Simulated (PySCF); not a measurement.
Point-charge models of `C=CC#CC(=C)[SiH2]F` against its computed dipole.

Coordinates (GFN2-xTB, Å) and charges (e) from the PBE0/pcSseg-1 density (PySCF):

| atom | x | y | z | Mulliken | IAO | Hirshfeld | ESP-fitted |
| --- | --- | --- | --- | --- | --- | --- | --- |
| C1 | 3.093 | 0.735 | 1.395 | -0.1310 | -0.2847 | -0.0779 | -0.3931 |
| C2 | 2.671 | 0.263 | 0.226 | -0.3035 | -0.1549 | -0.0363 | -0.0906 |
| C3 | 1.312 | 0.151 | -0.118 | +0.0046 | -0.0476 | -0.0453 | -0.0014 |
| C4 | 0.147 | 0.064 | -0.433 | +0.1909 | -0.0528 | -0.0521 | -0.1633 |
| C5 | -1.222 | -0.067 | -0.736 | -0.6701 | -0.3033 | -0.0886 | -0.0401 |
| C6 | -1.740 | 0.466 | -1.847 | -0.0573 | -0.2589 | -0.0652 | -0.3274 |
| Si7 | -2.264 | -1.023 | 0.520 | +0.9981 | +1.1107 | +0.4344 | +0.6273 |
| F8 | -3.778 | -1.012 | -0.036 | -0.4341 | -0.5417 | -0.2028 | -0.3056 |
| H9 | 4.141 | 0.813 | 1.627 | +0.1253 | +0.1593 | +0.0541 | +0.1777 |
| H10 | 2.400 | 1.066 | 2.151 | +0.1247 | +0.1599 | +0.0522 | +0.2004 |
| H11 | 3.374 | -0.061 | -0.533 | +0.1318 | +0.1701 | +0.0605 | +0.1598 |
| H12 | -1.137 | 1.016 | -2.553 | +0.1229 | +0.1620 | +0.0554 | +0.1865 |
| H13 | -2.788 | 0.371 | -2.076 | +0.1272 | +0.1620 | +0.0521 | +0.1650 |
| H14 | -1.889 | -2.428 | 0.584 | -0.1137 | -0.1398 | -0.0699 | -0.1002 |
| H15 | -2.322 | -0.346 | 1.808 | -0.1158 | -0.1404 | -0.0703 | -0.0951 |

**Question.** What dipole does each set of charges give (1 e·Å = 4.803 D), and what does the density give?

**Answer.** The full density gives (1.73, 0.34, 0.27) D, 1.78 D in size; dipole vectors point from the negative to the positive end.

```
    scheme    μx     μy    μz  size (D)  share of the full size (%)  angle to the full dipole (°)
  Mulliken  1.77  -0.06  1.67      2.44                         137                            36
       IAO  2.69  -0.22  1.55      3.11                         175                            26
 Hirshfeld  1.15   0.12  0.39      1.22                          69                            11
ESP-fitted  1.74   0.33  0.29      1.80                         101                             0
```

**Question.** Which set comes closest?

**Answer.** Length of the difference vector: ESP-fitted 0.02 D, Hirshfeld 0.63 D, Mulliken 1.45 D, IAO 1.70 D. Closest: ESP-fitted. 

**Question.** What is left for the Hirshfeld atoms' own dipoles?

**Answer.** The shares of the density sum to the whole, so what Σ q r misses lies in dipoles about the nuclei. The atomic dipoles sum to (1.73, 0.34, 0.27) − (1.15, 0.12, 0.39) = (0.58, 0.22, -0.12) D, 0.63 D in size.

**Question.** With the origin at the mean of the coordinates, (0.000, 0.001, -0.001) Å, which are the largest single terms, by size, of the Mulliken dipole along the direction of the full one?

**Answer.** Si7 -11.08, F8 +8.05, C5 +4.22, C2 -3.90, H9 +2.66 D; all 15 atoms together +1.96 D. The single terms depend on the origin, their sum doesn't.

**Question.** Give the size of the full dipole in other units.

**Answer.** 1.78 D = 0.700 au = 0.371 e·Å = 5.94 × 10⁻³⁰ C·m.

Geometry: GFN2-xTB, one conformer, isolated molecule. GFN2-xTB frequencies show an imaginary mode (21i cm⁻¹), so this geometry is no minimum at that level.

The values belong to the conformer `[CH2:1]=[CH:2][C:3]#[C:4][C:5](=[CH2:6])[SiH2:7][F:8]`: C4–C5–Si7–F8 179°.
